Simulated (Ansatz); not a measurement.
Mulliken charges of CH₅BFNSi, SMILES `F/C=N\B[SiH3]` from ωB97M-V/def2-TZVPP in Ansatz (PBE0-D4/def2-TZVP geometry).

```
atom   x (Å)   y (Å)   z (Å)  charge (e)
  F1  -2.479  -0.430   1.753      -0.167
  C2  -1.666   0.541   1.320       0.146
  N3  -1.001   0.430   0.296       0.018
  B4  -0.245   0.252  -0.819      -0.137
 Si5   1.602  -0.554  -0.677       0.047
  H6  -1.689   1.400   1.986       0.128
  H7  -0.705   0.595  -1.872       0.066
  H8   1.681  -1.793  -1.501      -0.031
  H9   1.970  -0.895   0.725      -0.037
 H10   2.615   0.402  -1.209      -0.033
```

By hand: the dipole of these point charges (1 e Å = 4.8032 D).

Σ q r = (-0.212, 0.392, 0.176) e Å, of length 0.479 e Å = 2.30 D.

How does the dipole of the full density compare? (An estimate is asked.)

The calculation gave: (-0.127, 0.295, 0.213) e Å, 1.85 D; the point charges give 1.24 times that, at 13° from its direction.

Point charges leave out the atoms' own dipoles, such as those of lone pairs, and Mulliken's split depends on the basis, so the two needn't agree.
